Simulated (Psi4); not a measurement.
ClK, singlet, geometry from GFN2-xTB (such geometries of metal compounds can be far from the true shape); B97M-V/6-31G* in Psi4.

Here is a job for Psi4.
```
memory 2 GB

molecule {
0 1
  K    -0.00000000   -0.00000000   -1.21784993
  Cl    0.00000000    0.00000000    1.36112639
}

set basis 6-31g*
set scf_type pk
set puream true
set d_convergence 1e-8
set dft_radial_points 99
set dft_spherical_points 590

energy('b97m-v')
print_variables()
```

It wrote (shortened):

```
   => Loading Basis Set <=

    Name: 6-31G*
    Role: ORBITAL
    Keyword: BASIS

         ---------------------------------------------------------
                                   SCF
               by Justin Turney, Rob Parrish, Andy Simmonett
                          and Daniel G. A. Smith
                              RKS Reference
         ---------------------------------------------------------

  ==> Geometry <==

    Molecular point group: c2v
    Full point group: C_inf_v

    Geometry (in Angstrom), charge = 0, multiplicity = 1:

       Center              X                  Y                   Z               Mass
    ------------   -----------------  -----------------  -----------------  -----------------
         K            0.000000000000     0.000000000000    -1.219812272412    38.963706486400
         CL           0.000000000000     0.000000000000     1.359164047588    34.968852682000

  Running in c2v symmetry.

  Rotational constants: A = ************  B =      0.13753  C =      0.13753 [cm^-1]
  Rotational constants: A = ************  B =   4123.03084  C =   4123.03084 [MHz]
  Nuclear repulsion =   66.276001730178734

  Charge       = 0
  Multiplicity = 1
  Electrons    = 36
  Nalpha       = 18
  Nbeta        = 18

  ==> Algorithm <==

  SCF Algorithm Type is PK.
  DIIS enabled.
  MOM disabled.
  Fractional occupation disabled.
  Guess Type is SAD.
  Energy threshold   = 1.00e-06
  Density threshold  = 1.00e-08
  Integral threshold = 1.00e-12

  ==> Primary Basis <==

  Basis Set: 6-31G*
    Blend: 6-31G*
    Number of shells: 18
    Number of basis functions: 40
    Number of Cartesian functions: 42
    Spherical Harmonics?: true
    Max angular momentum: 2

  ==> DFT Potential <==

   => LibXC <=

    Version 7.1.2
    S. Lehtola, C. Steigemann, M. J. T. Oliveira, and M. A. L. Marques,  SoftwareX 7, 1–5 (2018) (10.1016/j.softx.2017.11.002)

   => Composite Functional: B97M-V <=

    B97M-V GGA Exchange-Correlation Functional

    N. Mardirossian and M. Head-Gordon,  J. Chem. Phys. 142, 074111 (2015) (10.1063/1.4907719)

    Deriv               =              1
    GGA                 =           TRUE
    Meta                =           TRUE

    Exchange Hybrid     =          FALSE
    MP2 Hybrid          =          FALSE

   => Exchange-Correlation Functionals <=

    1.0000   B97M-V exchange-correlation functional

   => LibXC Density Thresholds  <==

    XC_MGGA_XC_B97M_V:  1.00E-15

   => VV10 Non-Local Parameters <=

[...]
   @RKS iter   5: -1059.86809659743744   -5.33872e-05   1.44830e-04 ADIIS/DIIS
   @RKS iter   6: -1059.86810308886220   -6.49142e-06   2.17217e-05 DIIS
   @RKS iter   7: -1059.86810327835383   -1.89492e-07   1.51348e-06 DIIS
   @RKS iter   8: -1059.86810327925878   -9.04947e-10   1.58284e-07 DIIS
   @RKS iter   9: -1059.86810327927128   -1.25056e-11   2.15399e-09 DIIS
  Energy and wave function converged.

  ==> Post-Iterations <==

   Electrons on quadrature grid:
      Ntotal   =   36.0000004152 ; deviation = 4.152e-07

    Orbital Energies [Eh]
    ---------------------

    Doubly Occupied:

[...]
    Virtual:

[...]
      20A1     1.039441

    Final Occupation by Irrep:
             A1    A2    B1    B2
    DOCC [    10,    0,    4,    4 ]
    NA   [    10,    0,    4,    4 ]
    NB   [    10,    0,    4,    4 ]

  @RKS Final Energy: -1059.86810327927128

   => Energetics <=

    Nuclear Repulsion Energy =             66.2760017301787343
    One-Electron Energy =               -1594.4884845325404967
    Two-Electron Energy =                 529.9337944261691291
    DFT Exchange-Correlation Energy =     -61.7415642559257520
    Empirical Dispersion Energy =           0.0000000000000000
    VV10 Nonlocal Energy =                  0.1521493528470598
    Total Energy =                      -1059.8681032792712813

Computation Completed

Properties will be evaluated at   0.000000,   0.000000,   0.000000 [a0]

Properties computed using the SCF density matrix

 Multipole Moments:

 ------------------------------------------------------------------------------------
     Multipole            Electronic (a.u.)      Nuclear  (a.u.)        Total (a.u.)
 ------------------------------------------------------------------------------------

 L = 1.  Multiply by 2.5417464519 to convert [e a0] to [Debye]
 Dipole X            :          0.0000000            0.0000000            0.0000000
 Dipole Y            :          0.0000000            0.0000000            0.0000000
 Dipole Z            :         -3.8571031           -0.1334985           -3.9906016
 Magnitude           :                                                    3.9906016

 ------------------------------------------------------------------------------------

  Variable Map:
  ----------------------------------------------------------------------------
[...]
  Array Variable Map:
  ----------------------------------------------------------------------------
[...]
[...]
```
